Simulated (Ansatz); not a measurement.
Wavefunction ladder for CH₈OSi₃ (`[SiH3][SiH]1C[SiH2]O1`)

Cartesian coordinates in Å:
```
Si -1.5883 0.2907 1.7141
Si 0.3396 0.6223 0.4270
C 1.1188 -0.9240 -0.3407
Si 0.6479 -0.0535 -1.9461
O -0.0094 1.2343 -1.1012
H -2.3002 1.5731 1.9618
H -2.5084 -0.6449 1.0115
H -1.2121 -0.3079 3.0249
H 1.3101 1.4966 1.1438
H 2.1866 -1.0494 -0.1603
H 0.6040 -1.8653 -0.1479
H -0.3697 -0.7436 -2.7793
H 1.7810 0.3716 -2.8076
```

Total charge 0; spin multiplicity 1. Geometry: relaxed with PBE0-D4/def2-TZVP. Frozen core, restricted reference, Ansatz. CBS rows extrapolate triple and quadruple zeta; past MP2 they add the triple-zeta difference.

```json
{"basis": "def2-SVP", "HF (Eh)": "-983.88591", "MP2 corr.": "-0.61452", "CCSD corr.": "-0.68023", "(T)": "-0.01936", "CCSD(T) total": "-984.58550"}
{"basis": "def2-TZVPP", "HF (Eh)": "-984.34737", "MP2 corr.": "-0.77166", "CCSD corr.": "-0.83215", "(T)": "-0.03236", "CCSD(T) total": "-985.21188"}
{"basis": "def2-QZVPP", "HF (Eh)": "-984.38032", "MP2 corr.": "-0.82919", "CCSD corr.": "–", "(T)": "–", "CCSD(T) total": "–"}
{"basis": "CBS(def2)", "HF (Eh)": "-984.38486", "MP2 corr.": "-0.87181", "CCSD corr.": "-0.93230", "(T)": "as TZ", "CCSD(T) total": "-985.34952"}
```
